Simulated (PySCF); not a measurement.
PySCF input file for Sn(Me)(Cl)2 (CH3Cl2Sn), SMILES [CH3][Sn]([Cl])[Cl], multiplicity 2, TDA-LC-ωPBE/def2-SVPD. Coordinates come from a PBE0-D3(BJ)/def2-SVP optimisation. The spin state was assumed, not searched. The isomer is the one that the SMILES or the coordinates give; other isomers of the formula were not compared. The def2 effective core potentials stand for the cores of Sn; spin–orbit coupling is left out.

```python
import numpy as np
from pyscf import gto, scf, dft, tdscf

mol = gto.M(
    atom='''
    Sn   -0.34558138   -0.12932553    0.29580364
    C    -1.18856776   -1.48843843   -1.19489994
    H    -0.38422682   -2.19085942   -1.45118754
    H    -1.46797687   -0.86275004   -2.05292745
    H    -2.05952320   -2.01324190   -0.78354424
    Cl   -0.25322420    1.99748404   -0.75744598
    Cl    1.91923613   -0.79373352    0.56137994
    ''',
    basis='def2-SVPD',
    ecp={'Sn': 'def2-svp'},
    charge=0,
    spin=1,
    max_memory=1600,
    verbose=4,
)
mf = dft.UKS(mol, xc='lc_wpbe').density_fit(auxbasis='def2-universal-jkfit')
mf.grids.level = 3
mf.conv_tol = 1e-9
mf.max_cycle = 100
mf.kernel()
fine, coarse = mf.grids, dft.Grids(mol).set(level=1).build(with_non0tab=True)
for _ in range(3):  # follow internal instabilities
    mf.grids = coarse
    mo, _, stable, _ = mf.stability(return_status=True, nroots=4)
    mf.grids = fine
    if stable:
        break
    mf.kernel(mf.make_rdm1(mo, mf.mo_occ))
mf.grids = dft.Grids(mol).set(level=1).build(with_non0tab=True)  # coarser grid for the response kernel
td = tdscf.TDA(mf)
td.nstates = 10
td.conv_tol = 1e-4
td.positive_eig_threshold = 1e-6
td.kernel(x0=td.get_init_guess(mf, 15))
td.analyze(verbose=3)
```

Program output:

```
PySCF version 2.14.0

[INPUT] verbose = 4
[INPUT] num. atoms = 7
[INPUT] num. electrons = 65
[INPUT] charge = 0
[INPUT] spin (= nelec alpha-beta = 2S) = 1
[INPUT] symmetry False subgroup None
[INPUT] Mole.unit = angstrom
[INPUT] Symbol           X                Y                Z      unit          X                Y                Z       unit  Magmom
[INPUT]  1 Sn    -0.345581380000  -0.129325530000   0.295803640000 AA   -0.653054161949  -0.244389832614   0.558987866249 Bohr   0.0
[INPUT]  2 C     -1.188567760000  -1.488438430000  -1.194899940000 AA   -2.246067546888  -2.812740985978  -2.258033632859 Bohr   0.0
[INPUT]  3 H     -0.384226820000  -2.190859420000  -1.451187540000 AA   -0.726083459513  -4.140124281223  -2.742347005981 Bohr   0.0
[INPUT]  4 H     -1.467976870000  -0.862750040000  -2.052927450000 AA   -2.774074241496  -1.630361289558  -3.879470634102 Bohr   0.0
[INPUT]  5 H     -2.059523200000  -2.013241900000  -0.783544240000 AA   -3.891934795188  -3.804475813499  -1.480684020080 Bohr   0.0
[INPUT]  6 Cl    -0.253224200000   1.997484040000  -0.757445980000 AA   -0.478524386112   3.774697773790  -1.431365456353 Bohr   0.0
[INPUT]  7 Cl     1.919236130000  -0.793733520000   0.561379940000 AA    3.626830654070  -1.499938968687   1.060854338425 Bohr   0.0

nuclear repulsion = 304.847239902926
number of shells = 54
number of NR pGTOs = 217
number of NR cGTOs = 130
basis = def2-SVPD
ecp = {'Sn': 'def2-svp'}


[settings echo left out]
init E= -1150.86490331965
  alpha nocc = 33  HOMO = -0.712374488080748  LUMO = -0.553847995520562
  beta  nocc = 32  HOMO = -0.765012723448968  LUMO = -0.712374488080748

WARN: HOMO -0.712374488080748 >= LUMO -0.712374488080748

cycle= 1 E= -1172.95306649785  delta_E= -22.1  |g|= 1.65  |ddm|= 6.16
  alpha nocc = 33  HOMO = -0.0425148693961575  LUMO = 0.085091947479539
  beta  nocc = 32  HOMO = -0.224025451262428  LUMO = 0.0417502674964208
  HOMO = -0.0425148693962  LUMO = 0.0417502674964  gap/eV = 2.29297
cycle= 2 E= -1173.5172745415  delta_E= -0.564  |g|= 1.27  |ddm|= 5.28
  alpha nocc = 33  HOMO = -0.303084015719207  LUMO = 0.0546806547624983
  beta  nocc = 32  HOMO = -0.386304484872076  LUMO = -0.0925075396967188
  HOMO = -0.303084015719  LUMO = -0.0925075396967  gap/eV = 5.73008
cycle= 3 E= -1174.12144457412  delta_E= -0.604  |g|= 0.0658  |ddm|= 1.72
  alpha nocc = 33  HOMO = -0.350144976954788  LUMO = 0.0437609565567607
  beta  nocc = 32  HOMO = -0.424320399668743  LUMO = -0.0907018288006469
  HOMO = -0.350144976955  LUMO = -0.0907018288006  gap/eV = 7.05981
cycle= 4 E= -1174.12627355334  delta_E= -0.00483  |g|= 0.029  |ddm|= 0.236
  alpha nocc = 33  HOMO = -0.349233894273681  LUMO = 0.0462672387329809
  beta  nocc = 32  HOMO = -0.418545418625701  LUMO = -0.0826578266060665
  HOMO = -0.349233894274  LUMO = -0.0826578266061  gap/eV = 7.25390
cycle= 5 E= -1174.12719508957  delta_E= -0.000922  |g|= 0.0119  |ddm|= 0.0751
  alpha nocc = 33  HOMO = -0.350853592339945  LUMO = 0.0466590317311487
  beta  nocc = 32  HOMO = -0.419277131755131  LUMO = -0.0805644796978413
  HOMO = -0.35085359234  LUMO = -0.0805644796978  gap/eV = 7.35494
cycle= 6 E= -1174.12750377731  delta_E= -0.000309  |g|= 0.00539  |ddm|= 0.0491
  alpha nocc = 33  HOMO = -0.351568964129058  LUMO = 0.0465987353576136
  beta  nocc = 32  HOMO = -0.419231380754832  LUMO = -0.0796732809073291
  HOMO = -0.351568964129  LUMO = -0.0796732809073  gap/eV = 7.39866
cycle= 7 E= -1174.12757114889  delta_E= -6.74e-05  |g|= 0.00209  |ddm|= 0.0211
  alpha nocc = 33  HOMO = -0.351984182238368  LUMO = 0.0465095929756495
  beta  nocc = 32  HOMO = -0.419049568874491  LUMO = -0.079661100413233
  HOMO = -0.351984182238  LUMO = -0.0796611004132  gap/eV = 7.41029
cycle= 8 E= -1174.12758468045  delta_E= -1.35e-05  |g|= 0.000818  |ddm|= 0.00984
  alpha nocc = 33  HOMO = -0.351934072244298  LUMO = 0.0465410772152057
  beta  nocc = 32  HOMO = -0.419065750732973  LUMO = -0.0795901991302301
  HOMO = -0.351934072244  LUMO = -0.0795901991302  gap/eV = 7.41085
cycle= 9 E= -1174.12758692354  delta_E= -2.24e-06  |g|= 0.000326  |ddm|= 0.00401
  alpha nocc = 33  HOMO = -0.351905939916207  LUMO = 0.0465604603004802
  beta  nocc = 32  HOMO = -0.419074167015328  LUMO = -0.07959244319742
  HOMO = -0.351905939916  LUMO = -0.0795924431974  gap/eV = 7.41003
cycle= 10 E= -1174.12758739551  delta_E= -4.72e-07  |g|= 0.000146  |ddm|= 0.00182
  alpha nocc = 33  HOMO = -0.35191543260057  LUMO = 0.0465512043326218
  beta  nocc = 32  HOMO = -0.419100619654118  LUMO = -0.0796216399055538
  HOMO = -0.351915432601  LUMO = -0.0796216399056  gap/eV = 7.40949
cycle= 11 E= -1174.12758747414  delta_E= -7.86e-08  |g|= 7.43e-05  |ddm|= 0.000791
  alpha nocc = 33  HOMO = -0.351905947254572  LUMO = 0.0465614073142668
  beta  nocc = 32  HOMO = -0.41910226514137  LUMO = -0.0796162137713381
  HOMO = -0.351905947255  LUMO = -0.0796162137713  gap/eV = 7.40938
cycle= 12 E= -1174.12758749223  delta_E= -1.81e-08  |g|= 3.17e-05  |ddm|= 0.000392
  alpha nocc = 33  HOMO = -0.351909245794801  LUMO = 0.046560177236569
  beta  nocc = 32  HOMO = -0.419109444062408  LUMO = -0.0796184742397728
  HOMO = -0.351909245795  LUMO = -0.0796184742398  gap/eV = 7.40941
cycle= 13 E= -1174.1275874965  delta_E= -4.27e-09  |g|= 1.15e-05  |ddm|= 0.000215
  alpha nocc = 33  HOMO = -0.351908715988152  LUMO = 0.0465610470115191
  beta  nocc = 32  HOMO = -0.41910869613936  LUMO = -0.0796169309233434
  HOMO = -0.351908715988  LUMO = -0.0796169309233  gap/eV = 7.40944
cycle= 14 E= -1174.12758749702  delta_E= -5.19e-10  |g|= 4.58e-06  |ddm|= 7.35e-05
  alpha nocc = 33  HOMO = -0.351908959547117  LUMO = 0.0465608161416253
  beta  nocc = 32  HOMO = -0.419109589982739  LUMO = -0.079617580973725
  HOMO = -0.351908959547  LUMO = -0.0796175809737  gap/eV = 7.40943
Extra cycle  E= -1174.12758749706  delta_E= -4.02e-11  |g|= 2.97e-06  |ddm|= 1.46e-05
converged SCF energy = -1174.12758749706  <S^2> = 0.75841119  2S+1 = 2.0083936
tot grids = 33256
uhf_internal: lowest eigs of H = [0.24294666 0.30273485 0.31143204 0.32575965]
<class 'pyscf.df.df_jk.DFUKS'> wavefunction is stable in the internal stability analysis
tot grids = 33256
Overwritten attributes  positive_eig_threshold  of <class 'pyscf.tdscf.uks.TDA'>


******** <class 'pyscf.tdscf.uks.TDA'> for <class 'pyscf.df.df_jk.DFUKS'> ********
nstates = 10
deg_eia_thresh = 1.000e-03
wfnsym = None
conv_tol = 0.0001
eigh lindep = 1e-12
eigh level_shift = 0
eigh max_cycle = 100


Excitation energies (eV)
[3.81742561 4.25783523 4.4239678  4.71915129 4.95134078 5.03569958
 5.0491877  5.46617532 6.27552447 6.87102817]

** Excitation energies and oscillator strengths **
Excited State   1:      3.81743 eV    324.78 nm  f=0.0429
Excited State   2:      4.25784 eV    291.19 nm  f=0.0020
Excited State   3:      4.42397 eV    280.26 nm  f=0.0080
Excited State   4:      4.71915 eV    262.73 nm  f=0.0006
Excited State   5:      4.95134 eV    250.41 nm  f=0.0593
Excited State   6:      5.03570 eV    246.21 nm  f=0.0207
Excited State   7:      5.04919 eV    245.55 nm  f=0.0632
Excited State   8:      5.46618 eV    226.82 nm  f=0.0588
Excited State   9:      6.27552 eV    197.57 nm  f=0.1434
Excited State  10:      6.87103 eV    180.44 nm  f=0.0021
```

The run converged.

Cost: around 3 core-minutes (rough).
